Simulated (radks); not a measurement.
Values are calculated unless marked as measured or tabulated.
Rh, configuration [Kr] 4d7.75 5s1 5p0.25 (fractional occupations, a model configuration).

Level of theory: scalar-relativistic Kohn-Sham, exchange-only r2SCAN, spin-polarised, spherical densities, finite nucleus; open shells are filled with parallel spins first (spin-orbit coupling, left out, can overturn this in heavy ions); meta-GGA in the generalised Kohn-Sham scheme; Fermi nuclear charge, rms radius 4.4945 fm (a radial shooting solver on a logarithmic mesh with Libxc functionals).

Energy parts (hartree):
part                    energy
total              -4782.36872
kinetic             4955.08773
electron-nucleus  -11545.70923
Hartree             1944.87166
exchange            -136.61888

Orbitals (lengths in bohr, moments of r in powers of bohr; r(90%) holds 90 % of the orbital's charge):
orbital  occ.  eigenvalue (hartree)      <r^4>      <r>   <1/r>  r(90%)
1s up       1             -848.4409  5.378e-06  0.03263   47.05  0.0585
1s down     1             -848.4406  5.378e-06  0.03263   47.05  0.0585
2s up       1             -123.5328  0.0009696   0.1418   10.67   0.219
2s down     1             -123.5151  0.0009694   0.1418   10.67   0.219
2p up       3             -110.6030  0.0006961   0.1237   10.32   0.201
2p down     3             -110.5898  0.0006959   0.1237   10.32   0.201
3s up       1             -22.31066    0.04647   0.3896   3.724   0.574
3s down     1             -22.30485    0.04644   0.3896   3.723   0.574
3p up       3             -18.01707    0.05048   0.3898   3.540   0.587
3p down     3             -18.00928    0.05041   0.3898   3.540   0.587
3d up       5             -11.17180    0.05114   0.3704   3.306   0.588
3d down     5             -11.15698    0.05099   0.3704   3.305   0.587
4s up       1              -3.18068      1.836   0.9863   1.386    1.43
4s down     1              -3.10009      1.809   0.9832   1.392    1.43
4p up       3              -1.96771      2.915    1.086   1.241    1.61
4p down     3              -1.88129      2.852    1.082   1.247    1.60
4d up       5              -0.26477      21.32    1.564  0.8745    2.55
5s up       1              -0.18386      252.6    3.250  0.3937    4.92
4d down  2.75              -0.16835      22.25    1.563  0.8787    2.55
5s down     0              -0.08400      431.5    3.554  0.3651    5.55
5p up    0.25              -0.03774       1756    4.891  0.2649    7.87

The highest occupied level is 5p up at -1.027 eV. The configuration is held as typed, so some empty levels lie below it. Summed over all electrons, <r^2> = 56.59 bohr^2, which gives a Langevin (diamagnetic) susceptibility term of -44.8 x 10^-6 cm^3/mol.
